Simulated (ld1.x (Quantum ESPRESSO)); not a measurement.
# La (Z = 57), TM: configuration errors across variants

ld1.x (Quantum ESPRESSO) 7.5 input, shortened:

```
&input
   title='La', zed=57., rel=1, dft='PZ', iswitch=3,
   config='[Xe] 4f0 5d1.5 6s1.5 6p0'
 /
 &inputp
   pseudotype=2, tm=.true., lloc=1,
   nlcc=.false.
 /
4
6S  1  0   1.50   0.00  3.65  3.65  0.0
5D  3  2   1.50   0.00  2.30  2.30  0.0
4F  4  3   0.00   0.00  1.65  1.65  0.0
5P  2  1   6.00   0.00  2.05  2.05  0.0
 &test
   configts(1)='4f0 5p6 5d1.5 6s1.5 6p0'
 /
```

All-electron excitation energies from the reference (eV): (1) 4f0 5p6 5d1 6s2 6p0 -0.362; (2) 4f0 5p6 5d1 6s0 6p0 16.953; (3) 4f1 5p6 5d1 6s0 6p0 6.716; (4) 4f0 5p6 5d1.5 6s1.5 6p0 spin -0.335; (5) 4f0 5p6 5d1 6s2 6p0 spin -0.459.

Spin tests fill each open shell by Hund’s rule, majority spin first.

Tests that are not counted but printed errors over 1 eV. “base”: 4f1 5p6 5d0 6s2 6p0 (solver errors, printed error -473 eV); 4f0 5p6 5d0 6s2 6p1 (solver errors, printed error -409 eV); 2 more. “core correction a·sin(br)/r model core inside 1.48 bohr”: 4f1 5p6 5d0 6s2 6p0 (solver errors, printed error -22.5 eV); 4f0 5p6 5d0 6s2 6p1 (solver errors, printed error -21.8 eV); 2 more. “wave 4f (bound): rc 1.65 bohr becomes 4f (bound): rc 1.62 bohr”: 4f1 5p6 5d0 6s2 6p0 (solver errors, printed error -428 eV); 4f0 5p6 5d0 6s2 6p1 (solver errors, printed error -372 eV); 2 more.

3 further variants failed, have other tests or too few solved ones, and are left out.

A true bound ghost makes a file unfit for plane-wave use even where its test errors are small: the radial tests pick states by their node count and pass the ghost by. Where a test does run into it, the solver fails or the error is huge.

Errors AE − PS in meV (a dash: test not solved or not reliable):

```csv
change,(1),(2),(3),(4),(5),bound ghosts
base,-8.2,+19,+129,+26,+1.6,s
core correction a·sin(br)/r model core inside 1.48 bohr,-9.1,+7.0,-310,+6.8,-7.9,s
wave 4f (bound): rc 1.65 bohr becomes 4f (bound): rc 1.62 bohr,-8.2,+19,+125,+26,+1.6,s
```

**Question.** Give the same row for: wave 6s (bound): rc 3.65 bohr becomes 6s (bound): rc 2.66 bohr.

**Answer.** -16, +14, +306, +22, -6.0; bound ghosts: s. Not counted: 4f1 5p6 5d0 6s2 6p0 (solver errors, printed error -419 eV); 4f0 5p6 5d0 6s2 6p1 (solver errors, printed error -2.2 eV).
